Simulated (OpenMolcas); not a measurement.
## How methods differ on SiNHF3 (SMILES [NH][Si](F)(F)F)

The species is SiNHF3 (6 atoms), meant as a doublet with charge 0. As SMILES, `[NH][Si](F)(F)F`. The shape is that of a PBE0-D4/def2-TZVP optimisation.

Each level gives the vertical ionisation energy (to the singlet cation) (eV). The values are calculated.

```json
{"level": "USVWN5/6-31G* (spherical functions)", "kind": "LDA", "program": "OpenMolcas", "value (eV)": "12.57", "less CCSD(T)/6-31G*": "-0.27"}
{"level": "U-revPBE/6-31G* (spherical functions)", "kind": "GGA", "program": "OpenMolcas", "value (eV)": "12.41", "less CCSD(T)/6-31G*": "-0.43"}
{"level": "UBLYP/6-31G* (spherical functions)", "kind": "GGA", "program": "OpenMolcas", "value (eV)": "12.24", "less CCSD(T)/6-31G*": "-0.60"}
{"level": "UM06-L/6-31G* (spherical functions)", "kind": "meta-GGA", "program": "OpenMolcas", "value (eV)": "12.87", "less CCSD(T)/6-31G*": "+0.03"}
{"level": "UTPSS/6-31G* (spherical functions)", "kind": "meta-GGA", "program": "OpenMolcas", "value (eV)": "12.56", "less CCSD(T)/6-31G*": "-0.28"}
{"level": "UM06-2X/6-31G* (spherical functions)", "kind": "hybrid meta-GGA", "program": "OpenMolcas", "value (eV)": "13.23", "less CCSD(T)/6-31G*": "+0.39"}
{"level": "UB3LYP/6-31G* (Cartesian functions)", "kind": "global hybrid", "program": "OpenMolcas", "value (eV)": "13.00", "less CCSD(T)/6-31G*": "+0.16"}
{"level": "ROCCSD(T)/6-31G* (spherical functions)", "kind": "coupled cluster or CI", "program": "OpenMolcas", "value (eV)": "12.84", "less CCSD(T)/6-31G*": "0.00"}
```

ROCCSD(T)/6-31G* (spherical functions) is the highest level here, not the true value. The values span 12.24 to 13.23 eV.
